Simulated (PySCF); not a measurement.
**Zr: excitation energy**

Zr [Kr] 4d2 5s2 (3F) → Zr [Kr] 4d2 5s1 5p1 (high-spin determinant), as a difference of total energies. Calculation: PySCF 2.14, in aug-cc-pVTZ-DK (9s8p6d3f2g, 102 functions); scalar relativity by spin-free X2C-1e. Correlated levels: valence: [Kr] frozen. The calculations carry no spin-orbit coupling.

| method | excitation energy (cm⁻¹) |
| --- | --- |
| UHF | 6656.0 |
| MP2 (valence) | 13125 |
| SCS-MP2 (valence) | 15389 |
| CCSD (valence) | 14019 |
| CCSD(T) (valence) | 14481 |

A first-order spin-orbit estimate (lowest level to lowest level, LS coupling) adds -0.035 eV.

The determinant of the upper state mixes LS terms, which raises its energy above the lowest term, most at the Hartree-Fock and MP2 levels.
